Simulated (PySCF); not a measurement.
Level of theory: PySCF 2.14.0 with PBE0-D3(BJ)/def2-TZVP. All species are isolated molecules in the gas phase. One relaxed conformer stands for a flexible species; it need not be the lowest. Excitations are Tamm–Dancoff values on a coarser integration grid. The basis has no diffuse functions, so Rydberg states are missing or too high.

Reference species (SMILES): `SC(S)(S)S` (neutral, multiplicity 1).

```yaml
HOMO–LUMO gap: 5.76 eV
HOMO: -6.95 eV
T1 excitation (TDA): 3.90 eV
LUMO: -1.20 eV
```

After one change: the HOMO–LUMO gap decreases by 0.13 eV; the HOMO rises by 0.05 eV; the T1 excitation (TDA) drops by 0.16 eV; the LUMO falls by 0.07 eV.

Name the change that produced these shifts. The new species is one of these.
A) `CSSSS`
B) `SSCSS`
C) `SSC(S)S`

A, `CSSSS`
